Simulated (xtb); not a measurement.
Input file for xtb: GFN2-xTB on MgCl-, 2S+1 = 1, a spin state set in the input, which need not be the lowest, a point of a bond scan (R = 2.338 Å). Charge -1.

```
$ xtb mol.xyz --gfn 2 --sp --chrg -1 --uhf 0
2

Mg     0.00000000     0.00000000     0.00000000
Cl     0.00000000     0.00000000     2.33809700
```

**Question.** What total energy does the run end on?

**Answer.** -5.2660 hartree.
